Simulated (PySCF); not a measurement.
A structure optimised at PBE-D3(BJ)/def2-SVP, used in a PySCF frequency run:

```xyz
15

Al    -0.0219    -1.5376    -1.0089
H     -1.1862    -2.4877    -0.4658
H      1.0720    -1.9253    -2.1073
N      0.0559     0.1283    -0.3272
C      1.0460     1.1100    -0.7405
C     -0.8798     0.6065     0.6884
C     -0.2638     0.8275     2.0749
H      1.7235     1.4194     0.0888
H      0.5637     2.0395    -1.1285
H      1.6850     0.7004    -1.5489
H     -1.3495     1.5599     0.3410
H     -1.7075    -0.1303     0.7753
H      0.5388     1.5924     2.0576
H     -1.0341     1.1734     2.7940
H      0.1737    -0.1150     2.4637
```

Task: Write its SMILES and formula.

Result: CC[N](C)[AlH2], C3H10AlN

Task: What are its rotational constants (standard atomic weights)?

Result: 5.7368, 2.5303, 1.9628 GHz
